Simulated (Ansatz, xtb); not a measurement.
**Relative energy of two isomers of C6H7NS**

Structure a: `Cc1ccncc1S`, a singlet. Structure b: `Cc1cnccc1S`, a singlet. Both are isolated molecules in the gas phase, relaxed with PBE0-D3(BJ)/def2-SVP; the shapes shown needn't be the lowest conformers.

a (Å):

```yaml
atoms:
  - { symbol: C, position_ang: [-0.5065, -0.9843, -1.8318] }
  - { symbol: C, position_ang: [-0.3850, -0.6407, -0.3818] }
  - { symbol: C, position_ang: [0.4891, 0.3447, 0.0795] }
  - { symbol: C, position_ang: [0.5655, 0.6278, 1.4409] }
  - { symbol: C, position_ang: [-1.0033, -0.9437, 1.9338] }
  - { symbol: C, position_ang: [-1.1572, -1.3056, 0.5884] }
  - { symbol: N, position_ang: [-0.1676, -0.0050, 2.3522] }
  - { symbol: S, position_ang: [-2.2797, -2.5609, 0.0629] }
  - { symbol: H, position_ang: [0.1655, -0.3725, -2.4482] }
  - { symbol: H, position_ang: [-1.5395, -0.8309, -2.1860] }
  - { symbol: H, position_ang: [-0.2663, -2.0466, -2.0048] }
  - { symbol: H, position_ang: [1.1129, 0.8926, -0.6313] }
  - { symbol: H, position_ang: [1.2501, 1.4004, 1.8080] }
  - { symbol: H, position_ang: [-1.5979, -1.4524, 2.7036] }
  - { symbol: H, position_ang: [-2.7399, -2.8593, 1.2960] }
```

b (Å):

```xyz
15

C    -1.7378   -1.6314   -1.0966
C    -0.6705   -0.9862   -0.2701
C     0.6621   -0.9918   -0.7012
C     1.4167    0.1510    1.1048
C     0.1411    0.2286    1.6508
C    -0.9291   -0.3482    0.9576
N     1.6839   -0.4484   -0.0523
S    -2.5231   -0.2140    1.6924
H    -1.3138   -2.0539   -2.0179
H    -2.5174   -0.9083   -1.3898
H    -2.2336   -2.4535   -0.5530
H     0.8972   -1.4822   -1.6549
H     2.2640    0.5986    1.6368
H    -0.0206    0.7314    2.6071
H    -3.2065   -0.9159    0.7687
```

Quicker runs give these differences E(b) − E(a): GFN2-xTB +1.52 kcal/mol; HF/STO-3G +1.20 kcal/mol (at GFN2-xTB geometries); r2SCAN-D4/def2-SVP +0.54 kcal/mol (at GFN2-xTB geometries).

Task: Estimate E(b) − E(a) at the level CCSD(T)/def2-SVP + ΔMP2/def2-TZVPP.

Result: CCSD(T)/def2-SVP + ΔMP2/def2-TZVPP gives E(b) − E(a) = +0.08 kcal/mol, slightly favouring structure a, which is too small a margin to settle the true order.

Level by level:

| level | geometry | E(b) − E(a) (kcal/mol) | departure from the last row (kcal/mol) | job, with rough time for the two |
| --- | --- | --- | --- | --- |
| GFN2-xTB | GFN2-xTB | +1.52 | +1.44 | optimisation, 0.77 s |
| HF/STO-3G | GFN2-xTB | +1.20 | +1.12 | single point, 0.86 s |
| r2SCAN-D4/def2-SVP | GFN2-xTB | +0.54 | +0.46 | single point, 11 s |
| PBE0-D3(BJ)/def2-SVP | PBE0-D3(BJ)/def2-SVP | +0.50 | +0.41 | optimisation, 84 s |
| HF/def2-SVP | PBE0-D3(BJ)/def2-SVP | +0.54 | +0.46 | part of the CCSD(T) run |
| MP2/def2-SVP | PBE0-D3(BJ)/def2-SVP | +0.40 | +0.32 | part of the CCSD(T) run |
| CCSD(T)/def2-SVP | PBE0-D3(BJ)/def2-SVP | +0.40 | +0.31 | single point |
| CCSD(T)/def2-SVP + ΔMP2/def2-TZVPP | PBE0-D3(BJ)/def2-SVP | +0.08 |  | single point, 4.3 min |

As drawn, both hold the same kinds of bond in the same numbers.

The largest departure from CCSD(T)/def2-SVP + ΔMP2/def2-TZVPP is that of GFN2-xTB, 1.44 kcal/mol. The last row adds to CCSD(T) the change of the MP2 difference between the two basis sets, here −0.31 kcal/mol.

With thermal terms from frequencies at re-optimised GFN2-xTB minima (ideal gas, soft modes damped towards free rotors, one conformer each, 298.15 K, 1 atm): on the last row, ΔE + ΔZPE = +0.11, ΔH = +0.12, ΔG = +0.08 kcal/mol.

The correlated steps freeze 12 core orbitals. Run with Ansatz 0.2.0, xtb 6.7.1; the last row on 2 threads of Arm Neoverse V1 on a shared host.
